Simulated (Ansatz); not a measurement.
A run for Ansatz (a quantum-chemistry and plane-wave program): R-RI-MP2/def2-QZVPP on FH3PbSi (SMILES [F][Pb][SiH3]), a point of a torsion scan. Elements past Kr take the def2 small-core potentials; no spin–orbit coupling. Files ending in .json are basis or fitting sets from the Basis Set Exchange. The run froze 15 orbitals, filled d shells among them.

Ansatz 0.2 input:
```yaml
crystal:
  periodic: [false, false, false]
  atoms:
    - {symbol: F, position_ang: [2.71670279, 0.78503173, -0.02903020]}
    - {symbol: Pb, position_ang: [1.78817891, -1.11861270, 0.02648348]}
    - {symbol: Si, position_ang: [-0.68870516, -0.06514740, -0.00098104]}
    - {symbol: H, position_ang: [-0.83438856, 1.30315686, -0.48210123]}
    - {symbol: H, position_ang: [-1.34707104, -0.06498980, 1.31251579]}
    - {symbol: H, position_ang: [-1.63361699, -0.83567802, -0.82614709]}
basis:
  gaussian:
    orbitals: def2-QZVPP.json
    fitting: {mean_field: def2-universal-JKFIT, correlation: def2-QZVPP-RIFIT.json}
magnetization: {spin_polarized: false}
correlation: {method: mp2, electrons: outside_noble_gas}
scf: {lower_state_search: off}
```

The log:

```
WARN ansatz: RAYON_NUM_THREADS=1 ignored (pool sized by the plan → 1); use --threads N
Functional definition: HF
these checks for a lower state are left out or cut short: stability, starts, cluster_reference, orbital_swaps, neighbouring_geometries, increment
integrals: 0.36 GiB planned
510 factors; integrals over basis functions are off by at most 2.7e0 eV
mean field: 0.59 GiB planned
mean field evaluation 1: about -15834.5693 eV, gradient 3.8e1 eV
mean field evaluation 2: about -15836.2113 eV, gradient 3.5e1 eV
mean field evaluation 4: about -15837.9432 eV, gradient 1.1e0 eV
mean field evaluation 8: about -15837.9522 eV, gradient 1.4e-6 eV
mean field -15837.95217244 eV, -582.0340069877 hartree, gradient 1.4e-6 eV, S^2 0.000000; 0 other end points of the search recorded, 0 dependent functions left out
15 core orbitals not correlated, not the lowest: weight in the atoms' cores, before any rotation towards them, 0.976 or more for the frozen orbitals, at most 0.026 for the correlated occupied ones
741 factors; their error is unknown
reference -15837.95217244 eV, -582.0340069877 hartree; 9, 9 occupied and 275, 275 virtual orbitals, 741 factors
second order -13.67237317 eV of doubles, -0.00000000 eV of singles
Total energy: -15851.62454562 eV, -582.5364574344 hartree
Checks for a lower state left out: stability, starts, cluster_reference, orbital_swaps, neighbouring_geometries, increment
```

The calculation finished and met its thresholds.

Cost: roughly 3 core-seconds.
